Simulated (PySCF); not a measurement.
**UHF on Br (bromine, neutral)**

Configuration: [Ar] 3d10 4s2 4p4 4d1, one real determinant (an excited configuration). Calculation: PySCF 2.14, in aug-cc-pVQZ-PP with one added diffuse shell each of s, p, d, f, g type with ECP10MDF (8s7p6d4f3g, 114 functions); scalar relativity through the core potential.

```json
{
 "Total energy": "-415.161631 hartree",
 "One-electron energy": "-724.4263 hartree",
 "Hartree (Coulomb) energy": "338.9429 hartree",
 "Exchange energy": "-29.6782 hartree",
 "⟨S²⟩": "3.7601",
 "⟨L²⟩": "8.046",
 "Sum of ⟨r⟩": "27.45 bohr",
 "Sum of ⟨r²⟩": "71.38 bohr²",
 "Traceless quadrupole moment −½Σ⟨3z² − r²⟩ along its main axis": "9.58 e·bohr²"
}
```

```
shell  electrons  mean orbital energy (hartree)  spread (hartree)  rms radius, mean of both spins (bohr)
 3s α          1                      -10.08836                 0                                  0.590
 3s β          1                      -10.06806                 0                                  0.590
 3p α          3                       -7.83510           0.02616                                  0.609
 3p β          3                       -7.81189           0.00305                                  0.609
 3d α          5                       -3.38284           0.02629                                  0.643
 3d β          5                       -3.36801           0.01027                                  0.643
 4s α          1                       -1.29714                 0                                   1.78
 4s β          1                       -1.07220                 0                                   1.78
 4p α          3                       -0.67570           0.07331                                   2.14
 4p β          1                       -0.58558                 0                                   2.14
 4d α          1                       -0.06329                 0                                   6.30
```

⟨L²⟩ = 8.05 against 12 for a pure F term, so this real determinant mixes terms. Energies and moments cover only the electrons outside the core potential. The outer electron is Rydberg-like, and this basis confines it to a smaller radius and binds it less than a complete one would.
